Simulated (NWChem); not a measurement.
Species: CH₉NSi₂; SMILES NC([SiH3])[SiH3]

```xyz
13

N      1.7579     0.0847     0.1692
C      0.4129     0.0127    -0.4160
Si    -0.5080    -1.5958     0.0047
Si    -0.5156     1.6028     0.0365
H      2.3409    -0.6911    -0.1418
H      1.7139     0.0234     1.1854
H      0.5055     0.0607    -1.5176
H      0.3439    -2.7593    -0.4025
H     -0.7065    -1.6754     1.4867
H     -1.8398    -1.7128    -0.6687
H     -0.5533     1.7397     1.5264
H     -1.9226     1.5465    -0.4697
H      0.1714     2.7961    -0.5404
```
Atoms are numbered in this order, from 1.

STO-3G and 3-21G are far too small for this property and stand as cheap habits. Geometry: optimised at PBE0/def2-SVP. Not confirmed as a minimum by frequencies.

Task: Give the principal values of the shielding tensors (ppm) of N1, C2, Si3, Si4 from Hartree-Fock/STO-3G, GIAO (NWChem), with their diamagnetic and paramagnetic parts as GIAO splits them.

Result: 
| atom | σ11 | σ22 | σ33 | isotropic | diamagnetic | paramagnetic |
|---|---|---|---|---|---|---|
| N1 | 271.2 | 297.6 | 322.8 | 297.2 | 310.2 | -13.0 |
| C2 | 209.0 | 214.0 | 277.5 | 233.5 | 247.5 | -14.0 |
| Si3 | 602.2 | 619.5 | 665.7 | 629.2 | 868.3 | -239.2 |
| Si4 | 603.3 | 618.0 | 666.2 | 629.2 | 868.1 | -239.0 |
